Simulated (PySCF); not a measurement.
# Bond length, frequency and bond energy of AlIn⁻ by level of theory

State: ⁴Σ⁻ (quartet), unpaired electrons σ ↑, π ↑↑. Set-up: PySCF, scalar-relativistic core potentials, basis sets Al def2-SVPD, In def2-SVPD with ECP28. De refers to Al⁻ + In in their high-spin ground configurations, without counterpoise correction. The functionals are run spin-unrestricted. A positive dipole points towards In; it is taken about the centre of mass and depends on that origin.

```
  Level  Re (Å)  ωe (cm⁻¹)  De (eV)  μ (D)
    PBE   2.723        230      n/a   4.11
 PBEsol   2.693        238      n/a   4.00
 r²SCAN   2.692        242      n/a   3.96
r²SCANh   2.686        246      n/a   3.93
   PBE0   2.694        245      n/a   4.07
```

Question: What does a quarter of exact exchange do here, going from PBE to PBE0?

Answer: PBE0 less PBE: -2.9 pm in Re, +6.5 % in ωe. Exact exchange removes part of the self-interaction that spreads semilocal densities, and in most molecules shortens and stiffens the bond and lowers De; so it does here.

These are scalar-relativistic numbers at best; spin–orbit coupling would shift them, the dissociation energy most. The highest Kohn–Sham level is positive in this anion. Much of that is self-interaction error, but it also means that the finite basis helps to hold the extra electron. The state was picked by a PBE0 search and need not be the measured ground state.
